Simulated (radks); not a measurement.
Spherical jellium clusters: N electrons in a uniform positive sphere of charge N and radius rs N^(1/3), rs = 5.93 bohr. Method: non-relativistic Kohn-Sham, PBEsol, spin-polarised, spherical densities; computed with a radial shooting solver with Libxc functionals. Levels are named by radial order and angular momentum (1s, 1p, 1d, 2s, ...), and open shells are averaged over m.

N = 10, configuration 1s2 1p6 1d(up 2, down 0). This is the lowest configuration that the search found. Occupied levels:

| level | occupation | eigenvalue (eV) | <r> (bohr) |
|---|---|---|---|
| 1s up | 1 | -3.0749 | 8.638 |
| 1s down | 1 | -2.9931 | 7.985 |
| 1p up | 3 | -2.6056 | 9.843 |
| 1p down | 3 | -2.4407 | 9.502 |
| 1d up | 2 | -1.9634 | 10.83 |

Energy (eV): total -16.7398, kinetic 8.9679, external -254.65, Hartree 127.20, exchange-correlation -26.051, background 127.80.
